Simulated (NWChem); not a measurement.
The numbers come from NWChem runs, not from measurements. System: HIOPb, charge 0, spin multiplicity 1, at a geometry optimised with PBE0/def2-SVP with def2 effective core potentials on I, Pb. The structure started from a generated list of species. Level: CCSD(T)/def2-SVP with def2 effective core potentials on I, Pb, 9 core orbitals frozen.

Job file:

```
start mol
memory heap 100 mb stack 700 mb global 1900 mb
geometry units angstroms nocenter noautoz
  Pb     0.596072     0.840207     0.000000
  I     -1.325296    -1.237482     0.000000
  O      2.281381    -0.422740     0.000000
  H      3.111719     0.071468     0.000000
  symmetry group Cs
end
basis spherical
  * library def2-svp
end
ecp
  I library def2-ecp
  Pb library def2-ecp
end
scf
  rhf
  nopen 0
  maxiter 100
  thresh 1e-7
  semidirect memsize 60000000 filesize 0
end
tce
  freeze core 9
  ccsd(t)
  2eorb
  2emet 13
  thresh 1e-6
  maxiter 100
  tilesize 24
end
task tce energy
```

Part of the output:

```
             Northwest Computational Chemistry Package (NWChem) 7.3.0
             --------------------------------------------------------

                                NWChem Input Module
                                -------------------

 Scaling coordinates for geometry "geometry" by  1.889725989
 (inverse scale =  0.529177249)

 Turning off AUTOSYM since
 SYMMETRY directive was detected!

                             Geometry "geometry" -> ""
                             -------------------------

 Output coordinates in angstroms (scale by  1.889725989 to convert to a.u.)

  No.       Tag          Charge          X              Y              Z
 ---- ---------------- ---------- -------------- -------------- --------------
    1 Pb                  82.0000     0.59607200     0.84020700     0.00000000
    2 I                   53.0000    -1.32529600    -1.23748200     0.00000000
    3 O                    8.0000     2.28138100    -0.42274000     0.00000000
    4 H                    1.0000     3.11171900     0.07146800     0.00000000

 Effective nuclear repulsion energy (a.u.)    1065.1282227382

            Nuclear Dipole moment (a.u.)
            ----------------------------
        X                 Y               Z
 ---------------- ---------------- ----------------
    -0.0000321253    -0.0000453534     0.0000000000

      Symmetry information
      --------------------

 Group name             Cs
 Group number              2
 Group order               2
 No. of unique centers     4

      Symmetry unique atoms

     1    2    3    4


 Summary of "ao basis" -> "" (spherical)
 ------------------------------------------------------------------------------
       Tag                 Description            Shells   Functions and Types
 ---------------- ------------------------------  ------  ---------------------
 *                          def2-svp                  on all atoms

 Summary of "ao basis" -> "ao basis" (spherical)
 ------------------------------------------------------------------------------
       Tag                 Description            Shells   Functions and Types
[...]
   CC-T/L Amplitude update :  5-th order DIIS
                I/O scheme : Global Array Library
        L-threshold :  0.10D-05
        EOM-threshold :  0.10D-05
 no EOMCCSD initial starts read in
 TCE RESTART OPTIONS
 SLICE:      F
 D4D5:       F
 quantumc:   F
 qrotation:  F
 pwtce:      F
 qducc:      F
 nacto:                         0
 nrotv:                         0
 nrot:                          0

            Memory Information
            ------------------
          Available GA space size is     249031759 doubles
          Available MA space size is     104847532 doubles

 Maximum block size supplied by input
 Maximum block size        24 doubles

 tile_dim =     15

 -------------------------------------------------
   1    alpha     a'    13 doubles       0       1
   2    alpha     a"     6 doubles      13       2
   3    beta      a'    13 doubles      19       1
   4    beta      a"     6 doubles      32       2
   5    alpha     a'    15 doubles      38       5
   6    alpha     a'    15 doubles      53       6
   7    alpha     a"    13 doubles      68       7
   8    beta      a'    15 doubles      81       5
   9    beta      a'    15 doubles      96       6
  10    beta      a"    13 doubles     111       7

 Global array virtual files algorithm will be used

 Parallel file system coherency ......... OK

 4-electron integrals stored in orbital form

 v2    file size   =          1694050
 4-index algorithm nr.  13 is used
 imaxsize =       30
 imaxsize ichop =        0


CCSD iterations
 ---------------------------------------------------------
 Iter          Residuum       Correlation     Cpu    Wall
 ---------------------------------------------------------
    1   0.1360677108963  -0.4002078627624     0.3     0.3
    2   0.0386989788692  -0.4071259712848     0.3     0.3
    3   0.0137634759614  -0.4147079571477     0.4     0.4
    4   0.0078075551681  -0.4156043932493     0.3     0.3
    5   0.0030858080889  -0.4166359686383     0.3     0.3
    6   0.0015169894667  -0.4169152214020     0.3     0.3
    7   0.0013368411729  -0.4169794049535     0.3     0.3
    8   0.0005571098905  -0.4170198751998     0.3     0.3
    9   0.0006117782406  -0.4170094302714     0.3     0.3
   10   0.0002623382319  -0.4170394576005     0.3     0.3
   11   0.0000717505937  -0.4170527082121     0.3     0.3
   12   0.0000374422513  -0.4170545803211     0.3     0.3
   13   0.0000252718482  -0.4170557551640     0.3     0.3
   14   0.0000169157803  -0.4170549394760     0.3     0.3
   15   0.0000112271847  -0.4170552844389     0.3     0.3
   16   0.0000031756944  -0.4170548346354     0.3     0.3
   17   0.0000027228917  -0.4170549343448     0.3     0.3
   18   0.0000011705428  -0.4170550624698     0.3     0.3
   19   0.0000012458044  -0.4170550387331     0.3     0.3
   20   0.0000005474400  -0.4170551039479     0.3     0.3
 -----------------------------------------------------------------
 Iterations converged
 CCSD correlation energy / hartree =        -0.417055103947855
 CCSD total energy / hartree       =      -564.349270564551603

 Singles contributions

 Doubles contributions
 CCSD(T)
 Using plain CCSD(T) code
             total no. of tasks           74
 total no. of tasks / no. procs           74
                         wl_min       474552           8.8
                         wl_max      7414875          14.0
        thresh for no. of tasks           74

 CCSD[T]  correction energy / hartree =        -0.014039527309256
 CCSD[T] correlation energy / hartree =        -0.431094631257112
 CCSD[T] total energy / hartree       =      -564.363310091860853
 CCSD(T)  correction energy / hartree =        -0.012268896579823
 CCSD(T) correlation energy / hartree =        -0.429324000527678
 CCSD(T) total energy / hartree       =      -564.361539461131429

 Task  times  cpu:       25.0s     wall:       25.0s

 Total times  cpu:       25.0s     wall:       25.0s
```
